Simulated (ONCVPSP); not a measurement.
**Transferability test, ONCV potential for niobium**

ONCVPSP 4.0.1 input, shortened (lines: element, Z, core and valence counts, functional; n l f; lmax; l rc ep ncon nbas qcut; lloc lpopt rc5 dvloc0; l nproj debl; icmod fcfact rcfact), PBE, scalar-relativistic:

```
  Nb 41.00    6    3        4      upf
    1    0    2.00
    2    0    2.00
    2    1    6.00
    3    0    2.00
    3    1    6.00
    3    2   10.00
    4    0    2.00
    4    1    6.00
    4    2    4.00
    2
    0    1.95    0.00    4    8    7.80
    1    1.65    0.00    4    8    7.90
    2    2.65    0.00    4    9    5.70
    4    4    1.25    6.00
    0    2    0.50
    1    1    1.70
    2    3    1.80
    0    0.00    0.00
```

In the s channel the program set the typed energies aside and used -2.382, 0.050 Ha.

Energies are relative to the spin-unpolarised reference configuration 4s2 4p6 4d4; without spin polarisation the order of configurations can differ from experiment.

```csv
valence configuration,charge,ΔE all-electron (eV),error AE − PS (meV)
4s2 4p6 4d4 5s1,0,-6.637,+3.6
4s2 4p6 4d3,+2,14.040,+12
4s2 4p6 4d2,+3,38.764,+92
4s2 4p6 4d3 5s1 5p1,0,-3.846,+44
```

Levels in the configuration 4s2 4p6 4d4 5s1:

```json
{"level": "4s", "all-electron (eV)": "-58.394", "pseudo (eV)": "-58.366"}
{"level": "4p", "all-electron (eV)": "-34.521", "pseudo (eV)": "-34.507"}
{"level": "4d", "all-electron (eV)": "-3.040", "pseudo (eV)": "-3.036"}
{"level": "5s", "all-electron (eV)": "-3.982", "pseudo (eV)": "-3.986"}
```
